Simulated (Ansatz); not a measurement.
**Molecular dynamics of H9ClO4**

input.yaml

```yaml
crystal:
  lattice:
    - [5.72967, 0.0, 0.0]
    - [0.0, 5.72967, 0.0]
    - [0.0, 0.0, 5.72967]
  atoms:
    - { symbol: O, position: [0.67375603, 0.32244002, 0.09971809] }
    - { symbol: H, position: [0.73594341, 0.16720155, 0.02575409] }
    - { symbol: H, position: [0.80727769, 0.36434903, 0.1959072] }
    - { symbol: O, position: [0.75491214, 0.92154714, 0.81130412] }
    - { symbol: H, position: [0.76081397, 0.75213581, 0.84996713] }
    - { symbol: H, position: [0.5944476, 0.95687349, 0.76749221] }
    - { symbol: O, position: [0.50867016, -0.03544791, 0.41147916] }
    - { symbol: H, position: [0.56597551, 0.10968217, 0.30602009] }
    - { symbol: H, position: [0.37456105, -0.02954136, 0.26891806] }
    - { symbol: O, position: [-0.05058513, 0.78014057, 0.31400005] }
    - { symbol: H, position: [-0.21613629, 0.81503911, 0.30688481] }
    - { symbol: H, position: [0.0047838, 0.68086255, 0.17595879] }
    - { symbol: Cl, position: [0.22698701, 0.55983134, 0.74758054] }
    - { symbol: H, position: [0.0479124, 0.58154315, 0.6266762] }
basis:
  ecutwfc: 500.0
kpoints:
  mp_grid: { grid: [1, 1, 1] }
hamiltonian:
  xc: r2scan
  dispersion: d3bj
scf:
  occupations: { method: fermi_dirac, width: 0.05 }
  lower_state_search: "off"
md:
  timestep: 0.5
  n_steps: 40
  ensemble: nvt_langevin
  temperature: 1500.0
  initial_velocities: maxwell_boltzmann
  seed: 657496
  friction: 0.02
```

Run as:

```bash
$ ansatz run input.yaml --threads 1 --pin off --max-ram 3072MiB --backend cpu --events-out ev --progress --plain --runs-dir out
```

It goes on from the last frame of an earlier run, with new velocities.

Output, in part (step lines):

```
md step     0: t =     0.00 fs  T =  1392.9 K  F+E_penalty+E_count = -3501.97328611 eV  E_kin = 2.520570 eV  (9 SCF iters)
md step     1: t =     0.50 fs  T =  1307.2 K  F+E_penalty+E_count = -3501.92319159 eV  E_kin = 2.365484 eV  (9 SCF iters)
md step     2: t =     1.00 fs  T =  1244.8 K  F+E_penalty+E_count = -3501.83543006 eV  E_kin = 2.252551 eV  (8 SCF iters)
md step     3: t =     1.50 fs  T =  1178.7 K  F+E_penalty+E_count = -3501.73539309 eV  E_kin = 2.133050 eV  (9 SCF iters)
md step     4: t =     2.00 fs  T =  1106.4 K  F+E_penalty+E_count = -3501.69888163 eV  E_kin = 2.002099 eV  (8 SCF iters)
md step     5: t =     2.50 fs  T =  1190.1 K  F+E_penalty+E_count = -3501.81422331 eV  E_kin = 2.153730 eV  (7 SCF iters)
md step     6: t =     3.00 fs  T =  1299.2 K  F+E_penalty+E_count = -3502.04678252 eV  E_kin = 2.351148 eV  (6 SCF iters)
md step     7: t =     3.50 fs  T =  1384.4 K  F+E_penalty+E_count = -3502.30265432 eV  E_kin = 2.505352 eV  (6 SCF iters)
[... lines left out ...]
```

The steps, from the saved trajectory:

```tsv
time (fs)	T (K)	potential energy less start (eV)
0.0	1393	0.000
0.5	1307	0.050
1.0	1245	0.138
1.5	1179	0.238
2.0	1106	0.274
2.5	1190	0.159
3.0	1299	-0.073
3.5	1384	-0.329
4.0	1505	-0.498
4.5	1622	-0.526
5.0	1579	-0.482
5.5	1581	-0.467
6.0	1518	-0.469
6.5	1442	-0.384
7.0	1285	-0.216
7.5	1287	-0.127
8.0	1277	-0.175
8.5	1372	-0.288
9.0	1453	-0.393
9.5	1398	-0.395
10.0	1368	-0.272
10.5	1332	-0.080
11.0	1194	0.092
11.5	1192	0.174
12.0	1261	0.137
12.5	1285	0.057
13.0	1447	0.001
13.5	1577	-0.017
14.0	1598	-0.021
14.5	1720	-0.018
15.0	1665	0.037
15.5	1656	0.169
16.0	1646	0.321
16.5	1647	0.380
17.0	1636	0.255
17.5	1705	-0.017
18.0	1940	-0.315
18.5	1980	-0.505
19.0	1981	-0.505
19.5	1966	-0.321
20.0	1836	-0.022
```

The run went to its last step. A run of 0.02 ps of so small a system gives no equilibrium averages. Limits of this set-up: coarse k mesh.

Mean squared displacements from the first frame to the last, about the centre of mass: O 0.08 Å², H 0.29 Å², Cl 0.04 Å².

Last frame:

```xyz
14
Lattice="5.7297 0.0000 0.0000 0.0000 5.7297 0.0000 0.0000 0.0000 5.7297" Properties=species:S:1:pos:R:3
O 4.101 1.724 0.564
H 4.276 0.865 -0.064
H 4.817 1.692 1.077
O 4.293 5.429 4.715
H 4.311 4.446 4.790
H 3.632 5.516 4.064
O 2.705 -0.612 2.327
H 3.150 0.326 1.914
H 2.440 -0.751 1.355
O -0.287 4.203 1.849
H -1.186 3.894 1.863
H -0.113 4.370 0.989
Cl 1.180 3.309 4.390
H 0.612 4.047 3.365
```

Run time: 8.7 min on 1 thread of Arm Neoverse V2, on a shared host, peak memory 0.69 GiB.
